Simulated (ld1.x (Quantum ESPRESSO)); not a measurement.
**Scattering properties, ultrasoft potential for carbon**

carbon, ultrasoft, made with ld1.x (Quantum ESPRESSO) 7.5 (PBE, non-relativistic). Core [He], reference 2s2 2p2. Waves: 2s (bound): rcut 1.05, rcutus 1.35 bohr; 2s channel at 3.65 Ry: rcut 1.05, rcutus 1.35 bohr; 2p (bound): rcut 1.40, rcutus 1.90 bohr; 2p channel at 0.8 Ry: rcut 1.40, rcutus 1.90 bohr. Local part: all-electron potential smoothed inside 1.00 bohr (lloc = -1). Core correction: Bessel-smoothed model core inside 1.25 bohr. Augmentation charge: PSQ, inside the norm-conserving radii.

The phase is arctan(r·u′/u) with u = r·R(r), unwrapped; energies in Ry, scanned from -3 to 5 Ry. A pole is an energy at which the radial function vanishes at the test radius. The pseudo phase is shifted by a multiple of π to meet the all-electron one at the reference energy, and phase errors are pseudo minus all-electron; the curves can meet again beyond the range given. Levels narrower than the energy grid can be missing from the lists of poles.

Problem. For each channel, where are the poles, and over which energies does the pseudopotential scatter like the atom?

Solution.

```json
{"channel": "s", "radius (bohr)": "2.04", "reference energy (Ry)": "-1.01", "poles, all-electron": "0.05", "poles, pseudo": "0.05", "unbroken range about the reference energy with phases within 0.05 rad": "the whole range", "phase error 1 Ry above the reference energy (rad)": "-0.000"}
{"channel": "p", "radius (bohr)": "2.04", "reference energy (Ry)": "-0.39", "poles, all-electron": "0.60", "poles, pseudo": "0.60", "unbroken range about the reference energy with phases within 0.05 rad": "the whole range", "phase error 1 Ry above the reference energy (rad)": "+0.000"}
```

Phases in the s channel:

| E (Ry) | all-electron | pseudo |
| --- | --- | --- |
| -3.00 | 1.185 | 1.185 |
| -2.52 | 1.100 | 1.100 |
| -2.04 | 0.924 | 0.924 |
| -1.56 | 0.404 | 0.404 |
| -1.08 | -0.804 | -0.804 |
| -0.60 | -1.343 | -1.343 |
| -0.12 | -1.531 | -1.531 |
| 0.36 | -1.630 | -1.630 |
| 0.84 | -1.700 | -1.700 |
| 1.32 | -1.762 | -1.762 |
| 1.80 | -1.827 | -1.828 |
| 2.28 | -1.907 | -1.907 |
| 2.76 | -2.020 | -2.020 |
| 3.24 | -2.206 | -2.206 |
| 3.72 | -2.562 | -2.562 |
| 4.20 | -3.211 | -3.211 |
| 4.68 | -3.844 | -3.845 |
